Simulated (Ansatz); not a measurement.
`[GaH2][SiH2][SnH3]` + SiH₄ → `[SiH3][SiH2][SnH3]` + `[GaH3]` at 298.15 K and 1 bar (formal exchange of groups at the Si–Ga bond).

Program: Ansatz. Geometries: PBE0-D4/def2-TZVP. ΔE: electronic, gas phase. CCSD(T)/CBS is the MP2 limit (def2-TZVPP, def2-QZVPP) plus CCSD(T) − MP2 in def2-TZVPP, frozen cores. This one scheme is used for every species. Elements past krypton have def2 core potentials. For Ga, Sn outer-core shells are correlated without core-valence functions, which leaves a few kJ/mol of doubt a bond. Scalar relativity is left out up to krypton.

| species | CCSD(T)/CBS energy (Eh) | H − E (kJ/mol) | S (J/(mol·K)) |
| --- | --- | --- | --- |
| `[GaH2][SiH2][SnH3]` | -2431.21922 | 156.5 | 395.2 |
| SiH₄ | -291.46306 | 92.1 | 204.8 |
| `[SiH3][SiH2][SnH3]` | -796.96755 | 186.1 | 381.5 |
| `[GaH3]` | -1925.70545 | 59.6 | 218.4 |

H − E and S are ideal-gas, rigid-rotor, harmonic terms from PBE0-D4/def2-TZVP. 1 Eh = 2625.50 kJ/mol, R = 8.31446 J/(mol·K).

Problem. By hand: ΔE, ΔH, ΔS and ΔG.

Solution. ΔE = (-796.96755) + (-1925.70545) − (-2431.21922) − (-291.46306) = 0.00928 Eh = 24.4 kJ/mol. Δ(H − E) = 186.1 + 59.6 − 156.5 − 92.1 = -2.9, so ΔH = 21.5 kJ/mol. ΔS = 381.5 + 218.4 − 395.2 − 204.8 = -0.1 J/(mol·K). ΔG = 21.5 − 298.15 × (-0.1)/1000 = 21.5 kJ/mol.

Problem. By hand: the equilibrium constant, and the temperature at which ΔG would vanish if ΔH and ΔS stayed fixed.

Solution. log₁₀ K = −ΔG/(RT ln 10) = -3.8. ΔH and −TΔS have one sign here, so there is no such temperature. One of them is within its doubt of zero, so this could turn.

The number of gas molecules stays the same, so ΔS is small and ΔH decides. A doubt of 5 kJ/mol in ΔE shifts log₁₀ K by 0.9 here. Modes under 60 cm⁻¹, often nearly free rotors, make the harmonic entropy too high. These are equilibria of isolated gas molecules and say nothing of rates. Largest T1 diagnostic: 0.014 (customary marks: 0.02 for closed shells, 0.045 for open ones).
